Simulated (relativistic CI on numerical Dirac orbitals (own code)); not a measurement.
## Zr2+: resonant inelastic scattering at the L2,3 edge

Computed with this model: Dirac-Coulomb-Breit CI, KLI orbitals optimised for each configuration, QED by a radiative potential, valence Slater integrals scaled by 0.8, Kramers-Heisenberg scattering through one core-hole configuration in a parametric crystal field; configurations [Kr] 4d2 → [He] 2s2 2p5 3s2 3p6 3d10 4s2 4p6 4d3; 300 K; core-hole width 2.4 eV; summed over polarisations. Incident energies are the highest absorption maxima for each field (at most a few, so the weaker spin-orbit partner edge can be absent), on the computed scale of the free ion. Intensities are in per cent of the strongest line above 0.02 eV; levels within 1 cm⁻¹ are merged; final levels count from the ground level, the first row holds all elastic scattering, lines under 0.4 are left out and each table stops after 24 rows. The scale of the Slater integrals is a model choice and moves the terms in proportion.

Field parameters in Wybourne normalisation: D3d B²₀ = −7Dσ, B⁴₀ = −14Dq − 21Dτ, B⁴₃ = −14√(10/7) Dq; D4h B²₀ = −7Ds, B⁴₀ = 21(Dq − Dt), B⁴₄ = 21√(5/14) Dq. The field is a parameter set, without covalency.

S is read from ⟨S²⟩ = S(S + 1).

D3d, 10Dq = 9500, Dσ = 950, Dτ = 450 cm⁻¹:

```csv
Final level (eV),Degeneracy,Irrep,S,2225.4 eV,2309.6 eV
0.000,2,E,1.00,5206.7,899.1
0.029,2,E,1.00,18.5,17.3
0.057,1,A1,1.00,44.2,20.9
0.061,1,A2,1.00,38.9,11.6
0.479,1,A1,0.03,51.2,62.4
0.712,2,E,0.99,80.0,19.6
0.717,1,A1,1.00,28.9,20.2
0.969,2,E,0.04,54.7,57.0
1.274,1,A2,1.00,48.5,27.0
1.278,1,A1,1.00,49.4,23.2
1.284,2,E,0.99,100.0,46.9
1.293,2,E,1.00,78.7,36.5
1.636,2,E,0.09,34.6,30.0
1.781,1,A2,1.00,16.4,7.7
1.787,2,E,0.97,51.8,15.1
2.228,2,E,0.03,40.2,28.5
2.356,1,A1,0.97,24.1,33.5
2.365,1,A2,1.00,32.3,16.5
2.387,2,E,1.00,38.3,19.1
2.410,2,E,0.99,29.5,8.7
2.481,1,A1,0.14,38.9,23.1
2.650,2,E,1.00,60.0,11.6
2.653,1,A1,0.97,22.3,7.7
2.812,1,A1,0.20,7.7,6.5
```

D4h, 10Dq = 10400, Ds = 680, Dt = 150 cm⁻¹:

| Final level (eV) | Degeneracy | Irrep | S | 2225.3 eV | 2309.6 eV |
| --- | --- | --- | --- | --- | --- |
| 0.000 | 1 | A1 | 1.00 | 4798.8 | 838.0 |
| 0.007 | 2 | E | 1.00 | 7.5 | 22.9 |
| 0.115 | 1 | B1 | 1.00 | 30.1 | 6.2 |
| 0.119 | 1 | B2 | 1.00 | 31.2 | 6.8 |
| 0.154 | 2 | E | 1.00 | 52.7 | 19.8 |
| 0.174 | 1 | A2 | 1.00 | 12.3 | 7.0 |
| 0.185 | 1 | A1 | 1.00 | 13.9 | 21.1 |
| 0.918 | 1 | B2 | 0.11 | 12.0 | 34.2 |
| 0.955 | 1 | B1 | 0.02 | 18.5 | 19.3 |
| 1.035 | 2 | E | 0.73 | 23.9 | 42.8 |
| 1.069 | 1 | B1 | 1.00 | 6.2 | 4.6 |
| 1.117 | 2 | E | 0.57 | 34.7 | 32.8 |
| 1.144 | 1 | A1 | 0.11 | 36.8 | 32.4 |
| 1.182 | 1 | B1 | 1.00 | 45.0 | 13.6 |
| 1.192 | 1 | B2 | 0.96 | 45.4 | 5.7 |
| 1.193 | 2 | E | 0.96 | 100.0 | 27.5 |
| 1.194 | 1 | A2 | 1.00 | 28.6 | 10.5 |
| 1.198 | 1 | A1 | 0.96 | 45.2 | 23.2 |
| 1.910 | 1 | A1 | 0.98 | 25.1 | 43.0 |
| 1.916 | 1 | A2 | 1.00 | 16.2 | 21.4 |
| 1.926 | 2 | E | 0.99 | 63.5 | 27.1 |
| 1.936 | 1 | B2 | 0.99 | 43.5 | 9.7 |
| 1.941 | 1 | B1 | 1.00 | 42.2 | 2.9 |
| 2.048 | 1 | A1 | 0.08 | 17.9 | 15.6 |

For the first field the strongest loss at the lowest incident energy is the level at 1.28 eV (S = 0.99, against 1.00 in the thermal ground state). Levels of other spin, the first over 8 % at 0.48 eV, appear because spin-orbit coupling of the core hole, and in heavier ions of the valence shell too, mixes spins.
